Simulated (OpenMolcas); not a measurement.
# Pd4+: moving or changing the point charges

Pd4+ among 8 point charges of -1 e arranged as a cube (Oh), 1.8 Å from the ion.

- Program: OpenMolcas
- Method: SS-CASPT2, IPEA 0.25 Eh, imaginary shift 0.1 Eh (closed shells correlated: 4s 4p)
- Basis: ANO-RCC-VTZP [7s6p4d2f1g]
- Scalar Hamiltonian: DKH2, point nucleus
- Active space: 6 electrons in 5 orbitals (4d)
- State averaging: 2S+1 = 5 even, 5 roots; 2S+1 = 3 even, 45 roots; 2S+1 = 1 even, 50 roots
- Spin-orbit coupling: RASSI with atomic mean-field integrals over the reference wave functions

Runs around this geometry, states (labels of O, the rotations of Oh). Energies in cm-1 above the lowest state or level, χT in cm3 K/mol.

| R (Å) | q (e) | Ground state | First state of that spin | First gap with spin-orbit (degeneracies) | χT at 300 K | First state of another spin |
| --- | --- | --- | --- | --- | --- | --- |
| 1.8 | -0.8 | 5E | 5T2 3490 | 140 (1, 3) | 4.470 | 3T1 18670 |
| 1.66 | -1 | 5E | 5T2 6560 | 140 (1, 3) | 3.859 | 3T1 16680 |
| 1.8 | -1 | 5E | 5T2 4400 | 150 (1, 3) | 4.238 | 3T1 18170 |
| 1.98 | -1 | 5E | 5T2 2720 | 130 (1, 3) | 4.716 | 3T1 19040 |

Taking the first state of the same spin as R^-n, n = -ln(2720 / 6560) / ln(1.98 / 1.66) = 5.0 between the shortest and longest distance.

Scaling the charges by -0.8 / -1 = 0.80 scales the first state of the same spin by 3490 / 4400 = 0.79; with fixed orbitals a first-order splitting would follow the charge.

Roots that are degenerate in the reference are averaged as groups; the widest CASPT2 spread within a group is 510 cm-1 (the 3-fold group of multiplicity 3 near 50300 cm-1 above the lowest state of its run, R = 1.98, q = -1). Shifts and gaps below about the spread of the groups concerned are not significant. An orbital doublet at a regular site is open to a Jahn-Teller distortion, which this geometry leaves out. Point charges give a weaker field than real ligands, and real ions of this kind are as a rule low spin; the high spin found here belongs to the model. Free-ion shares, where given, are those of the reference states; single-state CASPT2 does not remix them. The ground term spreads over less than 5000 cm-1, several times less than with real ligands, so orbital moments are less quenched and χT lies further from the spin-only value than at real sites (holds for R = 1.8, q = -0.8; R = 1.8, q = -1; R = 1.98, q = -1). Point charges carry no covalency, so the field is a model and not that of real ligands. No measured value stands beside these numbers.
